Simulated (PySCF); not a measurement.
**Electron correlation in Nb³⁹⁺ (niobium, charge +39)**

1s2, closed-shell 1S. All numbers are calculated (PySCF 2.14, the spin-free X2C one-electron Hamiltonian (Gaussian nucleus), in an even-tempered Gaussian basis (17 s from 66 bohr⁻², ratio 2.2; 7 p from 99 bohr⁻², ratio 2.4; 4 d from 300 bohr⁻², ratio 2.4; 3 f from 450 bohr⁻², ratio 2.4; 3 g from 670 bohr⁻², ratio 2.4)). Frozen: nothing; 2 electrons correlated; the 8 highest virtual orbitals of each spin left out.

With two correlated electrons CCSD is exact within the correlated space (frozen core and kept virtual orbitals).

```tsv
level	correlation energy (mhartree)
CCSD	-53.12
```

Diagnostics: T1 = 2.9e-06, D1 = 0.0000, largest double amplitude 0.001.

Cost of the coupled-cluster step: of the order of 2.5 core-seconds, for 2 correlated electrons.

Iterations:

```
CC2 = 0
CCSD nocc = 1, nmo = 98
frozen orbitals [98, 99, 100, 101, 102, 103, 104, 105]
max_cycle = 100
direct = 0
conv_tol = 1e-08
conv_tol_normt = 1e-06
diis_space = 8
diis_start_cycle = 0
Init t2, MP2 energy = -1693.55990007032  E_corr(MP2) -0.0527890510232252
Init E_corr(CCSD) = -0.0527890510232252
cycle = 1  E_corr(CCSD) = -0.0531177650327177  dE = -0.000328714009  norm(t1,t2) = 3.42737e-05
cycle = 2  E_corr(CCSD) = -0.0531223864178146  dE = -4.6213851e-06  norm(t1,t2) = 4.96441e-07
cycle = 3  E_corr(CCSD) = -0.053122447647596  dE = -6.12297815e-08  norm(t1,t2) = 7.89087e-09
cycle = 4  E_corr(CCSD) = -0.0531224474843085  dE = 1.63287515e-10  norm(t1,t2) = 3.38414e-11
CCSD converged
E(CCSD) = -1693.560233466785  E_corr = -0.05312244748430851
```

At this charge the one-electron X2C treatment keeps the bare 1/r₁₂, with no two-electron picture change or Breit term. That inflates the 1s pair energies well beyond their four-component values; and a scalar Hamiltonian misses the large spin-orbit splitting of the p shells, which matters for ns² → np² pairs.
